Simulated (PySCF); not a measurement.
SnH4, SMILES [SnH4].

Coordinates come from a B3LYP-D3(BJ)/def2-TZVPD optimisation. The isomer is the one that the SMILES or the coordinates give; other isomers of the formula were not compared. The def2 effective core potentials stand for the cores of Sn; spin–orbit coupling is left out.

Vertical ionisation energy (IE) and electron affinity (EA) in eV. Rows of orbital energies are one-electron estimates. Where ΔSCF, EOM or ADC give a negative EA the extra electron is unbound and the value depends on the basis.

```tsv
level	IE	EA
−ε(HOMO), −ε(LUMO), CAM-B3LYP/def2-TZVPD (PySCF)	[?]	[?]
−ε(HOMO), −ε(LUMO), HF/def2-TZVPD (PySCF)	12.17	-1.62
```

**Question.** Some entries are withheld; supply them. (Estimate from the structure and the level; the computed values follow.)

**Answer.** 
- −ε(HOMO), −ε(LUMO), CAM-B3LYP/def2-TZVPD (PySCF), IE: 10.54
- −ε(HOMO), −ε(LUMO), CAM-B3LYP/def2-TZVPD (PySCF), EA: -0.47
